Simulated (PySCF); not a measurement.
Job file and geometry (Å, from GFN2-xTB) of an NMR shielding run on SMILES [C@@H]1(C#C)C(=O)N[SiH2][C@@H]1C, C$_{6}$H$_{9}$NOSi, PySCF, GIAO PBE0/pcSseg-1 NMR shielding, non-relativistic, gas phase; density fitting, a coarse starting grid and PySCF grid level 2 are the driver's defaults:

```
$ OMP_NUM_THREADS=1 python probes_run.py task.json out

{"job": {"kind": "nmr", "xc": "PBE0", "basis": "pcSseg-1"}, "charge": 0, "multiplicity": 1}
C      2.115885     0.041405     1.696952
C      1.549777    -0.056870     0.646719
C      0.853847    -0.118594    -0.624260
C      0.770836     1.334136    -1.092034
O      1.625880     1.914848    -1.711515
N     -0.396032     1.902306    -0.674190
Si    -1.560846     0.852792     0.077779
C     -0.572807    -0.677890    -0.479891
C     -0.640713    -1.914939     0.405479
H      2.626444     0.104621     2.611091
H      1.459963    -0.696775    -1.329335
H     -0.494500     2.884980    -0.877979
H     -2.855173     1.012500    -0.579394
H     -1.608383     1.067989     1.522728
H     -0.907812    -0.963437    -1.483838
H     -0.002574    -2.706305     0.013771
H     -1.661295    -2.289513     0.450549
H     -0.311257    -1.684938     1.415713
```

Q: Write the output of this run.

A: 
```
coarse grid: 15872 points
cycle   1  E = -652.6694886128  dE =  1.501e+00  |g| = 8.909e-01  |ddm| = 4.089e+00
cycle   2  E = -652.2359001263  dE =  4.336e-01  |g| = 1.735e+00  |ddm| = 2.461e+00
cycle   3  E = -652.8175575343  dE = -5.817e-01  |g| = 2.690e-01  |ddm| = 1.846e+00
cycle   4  E = -652.8320849726  dE = -1.453e-02  |g| = 9.004e-02  |ddm| = 2.992e-01
cycle   5  E = -652.8334810336  dE = -1.396e-03  |g| = 3.866e-02  |ddm| = 8.815e-02
cycle   6  E = -652.8337917040  dE = -3.107e-04  |g| = 1.388e-02  |ddm| = 3.360e-02
cycle   7  E = -652.8338353856  dE = -4.368e-05  |g| = 3.894e-03  |ddm| = 1.189e-02
cycle   8  E = -652.8338387459  dE = -3.360e-06  |g| = 7.831e-04  |ddm| = 3.967e-03
final grid: 149728 points
cycle   9  E = -652.8962227883  dE = -2.529e-05  |g| = 1.294e-02  |ddm| = 4.484e-02
cycle  10  E = -652.8961341505  dE =  8.864e-05  |g| = 2.509e-02  |ddm| = 3.022e-02
cycle  11  E = -652.8962555103  dE = -1.214e-04  |g| = 2.589e-03  |ddm| = 2.090e-02
cycle  12  E = -652.8962569771  dE = -1.467e-06  |g| = 4.912e-04  |ddm| = 2.197e-03
cycle  13  E = -652.8962570153  dE = -3.822e-08  |g| = 2.929e-04  |ddm| = 5.524e-04
cycle  14  E = -652.8962570355  dE = -2.017e-08  |g| = 6.459e-05  |ddm| = 2.716e-04
cycle  15  E = -652.8962570365  dE = -9.654e-10  |g| = 1.740e-05  |ddm| = 7.509e-05
converged SCF energy = -652.8962570365

GIAO shielding tensors (ppm)
atom      isotropic    diamagn.    paramagn.     s11        s22        s33       span
  0 C      105.682     258.724    -153.042     32.461     38.228    246.358    213.897
  1 C      101.114     266.623    -165.509      3.437      7.781    292.125    288.688
  2 C      144.871     245.080    -100.209    132.468    141.364    160.781     28.314
  3 C        8.371     246.710    -238.340    -84.524     39.096     70.540    155.064
  4 O     -110.253     396.248    -506.501   -382.517   -242.329    294.086    676.603
  5 N      151.595     328.363    -176.768     56.350    161.090    237.345    180.995
  6 Si     376.430     879.927    -503.496    347.153    370.450    411.687     64.534
  7 C      163.400     251.701     -88.301    145.029    170.659    174.514     29.485
  8 C      171.973     244.154     -72.181    162.526    167.679    185.714     23.188
  9 H       29.970      34.707      -4.737     24.625     24.891     40.393     15.768
 10 H       28.471      29.184      -0.713     24.243     27.054     34.116      9.874
 11 H       27.767      30.242      -2.475     22.948     24.403     35.950     13.002
 12 H       26.946      28.886      -1.940     23.496     24.621     32.722      9.227
 13 H       26.806      29.189      -2.383     24.090     24.593     31.734      7.644
 14 H       29.943      31.877      -1.934     25.819     27.851     36.159     10.340
 15 H       30.400      28.571       1.829     25.848     27.505     37.846     11.998
 16 H       30.567      28.266       2.301     25.543     28.184     37.974     12.431
 17 H       29.884      29.493       0.391     25.400     29.650     34.602      9.202
```

Q: Turn these shieldings into chemical shifts. δ = σ(ref) − σ, references computed at the same level: TMS for ¹³C (σref 186.93) and ²⁹Si (σref 349.16) and ¹H (σref 31.72); H2O for ¹⁷O (σref 336.08); ¹⁵N (σref 267.73) vs NH3.

A: Averaging equivalent atoms: C 3: 178.6; C 1: 85.8; C 0: 81.2; C 2: 42.1; C 7: 23.5; C 8: 15.0; O 4: 446.3; N 5: 116.1; Si 6: -27.3; H 13: 4.91; H 12: 4.77; H 11: 3.95; H 10: 3.25; H 14: 1.77; H 9: 1.75; H 15/16/17: 1.43 ppm. Unscaled 17O shifts of doubly bonded oxygen tend to come out too high, by tens of ppm or more. Experimental scales use liquid or dissolved standards, which lie at an offset from isolated NH3 (liquid NH3: subtract about 20 ppm) and H2O (liquid H2O: subtract about 36 ppm).

Size and cost of the density-fitted run: 205 basis functions, 53 s wall time on 1 thread of an Arm Neoverse V1, shared host; peak memory 0.91 GiB.
